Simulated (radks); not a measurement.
Results of a calculation; reference values are marked as such.
Task: Species: Ne+. Configuration: [He] 2s2 2p5. Level of theory: scalar-relativistic Kohn-Sham, LDA (Slater exchange, Perdew-Zunger correlation), spin-polarised, spherical densities, finite nucleus; open shells are filled with parallel spins first; Fermi nuclear charge, rms radius 3.0055 fm (a radial shooting solver on a logarithmic mesh with Libxc functionals). Some entries of the table are withheld. Estimate them.

orbital  occ.  eigenvalue (eV)  <r> (bohr)  <r^2> (bohr^2)
1s up       1              (1)      0.1587         0.03399
1s down     1              (2)      0.1586         0.03392
2s up       1         -56.1344      0.8652          0.9043
2s down     1         -54.2898      0.8730          0.9220
2p up       3         -33.3014      0.8758             (3)
2p down     2         -31.4063      0.8930             (4)

Result: 
(1) 1s up eigenvalue (eV): -848.7778
(2) 1s down eigenvalue (eV): -847.7658
(3) 2p up <r^2> (bohr^2): 0.9915
(4) 2p down <r^2> (bohr^2): 1.035
